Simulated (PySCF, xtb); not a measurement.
C₂H₅Se₂, SMILES [Se]([Se][CH2])C, multiplicity 2. Other conformers were not sampled.

Harmonic wavenumbers (cm⁻¹) from GFN2-xTB run with xtb at its own minimum, in rising order: 27, 91, 125, 146, 222, 310, 388, 559, 735, 830, 869, 879, 1280, 1313, 1427, 1428, 3009, 3020, 3030, 3081, 3141.

Question: What does PBE0-D3(BJ)/def2-SVP in PySCF give at its own minimum? (The exact figures need the calculation; the answer reports its results.)

Answer: 64, 129, 161, 180, 202, 291, 320, 605, 695, 844, 903, 910, 1289, 1344, 1427, 1443, 3070, 3169, 3189, 3209, 3319. Paired by order, the mean absolute difference is 55 cm⁻¹ and the zero-point energies are 37.0 and 38.3 kcal/mol.
